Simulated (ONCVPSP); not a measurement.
Before and after: ONCV potential for Mo

Mo (Z = 42), optimised norm-conserving Vanderbilt (ONCV), made with ONCVPSP 4.0.1 (PBE, scalar-relativistic). Core [Ar] 3d10, reference 4s2 4p6 4d5 5s0.5 (charge +0.5). Waves: 4s+5s: rc 1.65 bohr, ncon 4, nbas 8, qcut 8 1/bohr, 2 projectors; 4p: rc 2.00 bohr, ncon 5, nbas 8, qcut 7.9 1/bohr, 3 projectors, debl 0.6 Ha; 4d: rc 1.85 bohr, ncon 4, nbas 9, qcut 7.3 1/bohr, 2 projectors, debl 2.4 Ha; f scattering state at 0.02 Ha: rc 1.85 bohr, ncon 4, nbas 7, qcut 5.9 1/bohr, 2 projectors, debl 3.8 Ha. Local part: polynomial inside 1.20 bohr (lpopt 5, dvloc0 6 Ha). Core correction: none.

In the p channel the program set the typed energies aside and used -1.533, 0.250, 0.850 Ha.

All-electron outer shells of the reference configuration (PBE, scalar-relativistic, ld1.x):

| shell | level (eV) | outermost node (bohr) | outermost maximum (bohr) |
| --- | --- | --- | --- |
| 3d | -224.15 | – | 0.32 |
| 4s | -67.56 | 0.51 | 0.99 |
| 4p | -41.72 | 0.52 | 1.08 |
| 4d | -6.94 | 0.53 | 1.38 |
| 5s | -6.86 | 1.34 | 2.86 |

Change: d: qcut 10.8.

Cutoffs: the cutoffs (Ha) at which the residual kinetic energy of the hardest occupied pseudo-wave falls to 1 and 0.1 mHa per electron; they do not see the model core or the augmentation charge, which bear on the density cutoff. Errors are all-electron minus pseudo energies relative to the spin-unpolarised reference configuration.

Task: What does the change do?

Result: The potential gets harder (22 Ha and 26 Ha → 23 Ha and 29 Ha); the errors of the 4 common tests hardly move; neither file shows a bound ghost. The waves are optimised to have the least kinetic energy above qcut, so the cutoff follows it (qcut²/2 in Ha).

| quantity | base | changed |
| --- | --- | --- |
| cutoff, loose | 22 Ha | 23 Ha |
| cutoff, tight | 26 Ha | 29 Ha |
| loose cutoff by channel | s 22 Ha, p 12 Ha, d 18 Ha | s 22 Ha, p 12 Ha, d 23 Ha |
| bound ghosts | none | none |
| GHOST(+) flags under 300 eV | none | none |
| error for 4s2 4p6 4d5 5s1, meV [ΔE -2.73 eV] | +0.5 | +0.5 |
| error for 4s2 4p6 4d5 5s0, meV [ΔE 4.16 eV] | -0.8 | -0.9 |
| error for 4s2 4p6 4d4 5s0, meV [ΔE 19.63 eV] | -0.3 | -0.6 |
| error for 4s2 4p6 4d6 5s0, meV [ΔE -1.96 eV] | -1.8 | -1.8 |
| s: phases at 1.68 bohr within 0.05 rad from the reference energy up to (Ha; the scan ends near 5) | to the end of the scan | to the end of the scan |
| p: phases at 2.03 bohr within 0.05 rad from the reference energy up to (Ha; the scan ends near 5) | to the end of the scan | to the end of the scan |
| d: phases at 1.88 bohr within 0.05 rad from the reference energy up to (Ha; the scan ends near 5) | to the end of the scan | to the end of the scan |
| f: phases at 1.88 bohr within 0.05 rad from the reference energy up to (Ha; the scan ends near 5) | to the end of the scan | to the end of the scan |

Base: The cutoffs count occupied waves only; projector 2 of the f channel, the hardest unoccupied one, needs 71 Ha at the loose tolerance. Changed file: The cutoffs count occupied waves only; projector 2 of the f channel, the hardest unoccupied one, needs 71 Ha at the loose tolerance.
